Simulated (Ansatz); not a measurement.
Relaxation of a periodic cell of 12 atoms, H (contents 6 H2, density as packed 0.12 g/cm³ with natural masses), to a largest force component of 0.3 eV/Å in at most 15 steps.

These are results of Ansatz, DFT PBE-D3(BJ), scalar-relativistic, plane waves, PAW, not measurements. Settings: accuracy low, cutoff 420 eV, k mesh 1x1x1, fermi-dirac smearing 0.05 eV, no spin polarisation.

```xyz
12
Lattice="5.4514 0.0000 0.0000 0.0000 5.4514 0.0000 0.0000 0.0000 5.4514" Properties=species:S:1:pos:R:3:forces:R:3
H 5.021 0.544 5.449 0.05 -0.20 0.38
H 5.042 0.503 4.713 0.01 -0.26 -0.07
H 5.281 2.117 4.056 0.06 0.20 0.06
H 4.784 2.275 3.534 -0.25 0.26 -0.25
H 3.786 3.804 1.779 -0.23 0.08 0.40
H 4.179 3.694 1.165 0.25 -0.05 -0.38
H 1.484 2.459 2.011 0.26 0.24 -0.28
H 1.114 1.933 2.371 -0.08 -0.27 0.07
H 2.773 0.282 0.492 0.15 0.12 0.25
H 2.084 0.298 0.231 -0.11 0.22 0.20
H 1.931 4.665 4.391 -0.13 0.04 0.04
H 2.151 4.201 3.862 0.02 -0.38 -0.43
```

Task: Where does it end, and by what steps?

Result: The forces met the threshold. The threshold is loose, so the end isn't yet a minimum. The force dipped under the threshold on the way, but the program's further checks kept it going. Limits of this set-up: coarse k mesh, low accuracy level. After 8 steps the energy has fallen by 0.484 eV; H10 moved furthest, 0.95 Å.

```
step  energy less start (eV)  largest force component (eV/Å)  accepted
   0                  0.0000                           0.426       yes
   1                 -0.2475                           0.123       yes
   2                 -0.3024                           0.127       yes
   3                 -0.3526                           0.258       yes
   4                 -0.3900                           0.418       yes
   5                 -0.4237                           0.649       yes
   6                 -0.4592                           0.522       yes
   7                 -0.4835                           0.159       yes
   8                 -0.4835                           0.159       yes
```

```xyz
12
Lattice="5.4514 0.0000 0.0000 0.0000 5.4514 0.0000 0.0000 0.0000 5.4514" Properties=species:S:1:pos:R:3
H 5.660 -0.106 5.536
H 5.669 -0.169 4.790
H 4.389 1.871 4.193
H 4.001 2.137 3.603
H 3.945 4.240 2.089
H 4.332 4.100 1.464
H 1.082 2.535 1.641
H 0.700 2.120 2.134
H 3.021 0.642 0.709
H 2.546 1.115 0.371
H 2.201 4.417 4.012
H 2.083 3.872 3.513
```

Run time: 3.8 s on 1 thread of Arm Neoverse V1 (shared host), peak memory 0.26 GiB.
